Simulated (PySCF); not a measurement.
Estimate the missing entries of this data sheet.

Species: C4H5F3O2.
Numbering: `[CH3:1][O:2]/[C:3](=[CH:4]/[F:5])[O:6][CH:7]([F:8])[F:9]` (hydrogens: H10, H11, H12 on C1; H13 on C4; H14 on C7)

Geometry (GFN2-xTB, Å), atoms numbered from 1 in this order:
```
atom  x, y, z in Å
C1    -1.8985   -0.9398    0.7514
O2    -1.2819    0.3247    0.9544
C3    -0.1238    0.5621    0.3150
C4     0.5343    1.6879    0.5895
F5     1.6852    2.0502   -0.0223
O6     0.2227   -0.4301   -0.5758
C7     1.4168   -0.3923   -1.2272
F8     1.3882   -1.3946   -2.1162
F9     2.4388   -0.6550   -0.3877
H10   -2.7877   -0.9240    1.3770
H11   -2.1783   -1.0801   -0.2945
H12   -1.2391   -1.7534    1.0593
H13    0.1877    2.3984    1.3169
H14    1.6351    0.5457   -1.7620
```

| property | level | value |
| --- | --- | --- |
| point group of the GFN2-xTB geometry | GFN2-xTB | ? |
| rotational constants A, B, C of the GFN2-xTB geometry | GFN2-xTB | ? |
| dipole moment | B3LYP/def2-SVPD | 2.21 D |
| HOMO energy | B3LYP/def2-SVPD | ? |
| LUMO energy | B3LYP/def2-SVPD | ? |
| lowest singlet excitation | TDDFT B3LYP/def2-SVPD | ? |
| strongest line among the 8 lowest singlet transitions | TDDFT B3LYP/def2-SVPD | S5 at 6.77 eV (183 nm, f = 0.182) |
| lowest triplet excitation (Tamm–Dancoff) | TDA B3LYP/def2-SVPD | 4.27 eV |
| static isotropic polarisability | B3LYP/def2-SVPD | ? |
| electronic spatial extent ⟨r²⟩ about the centre of nuclear charge | B3LYP/def2-SVPD | ? |

The electronic properties come from PySCF, for the isolated species, density fitting.

Problem. Give the static isotropic polarisability.

Solution. 62.1 au.

Problem. What is the electronic spatial extent ⟨r²⟩ about the centre of nuclear charge?

Solution. 1230 bohr².

Problem. The lowest singlet excitation?

Solution. 5.57 eV (223 nm, f = 0.015).

Problem. Give the HOMO energy.

Solution. -6.45 eV.

Problem. Give the LUMO energy.

Solution. 0.11 eV.

Problem. What are the rotational constants A, B, C of the GFN2-xTB geometry?

Solution. 1.984, 1.356, 0.887 GHz.

Problem. What is the point group of the GFN2-xTB geometry?

Solution. C1.

The principal polarisabilities are 47.3, 64.5 and 74.5 au; their mean is the isotropic value. The 8 singlets span 5.57 to 7.56 eV, and their oscillator strengths add up to 0.35. The vertical singlet–triplet gap S1 − T1 is 1.30 eV (TDDFT singlet less Tamm–Dancoff triplet; S1: HOMO→LUMO, weight 0.92; T1: HOMO→LUMO+1, weight 0.80).

For the TDDFT job (B3LYP/def2-SVPD), on Arm Neoverse V1, one thread, on a shared host, this took 48 s and 0.89 GiB of memory at its peak.

One conformer stands for the species.
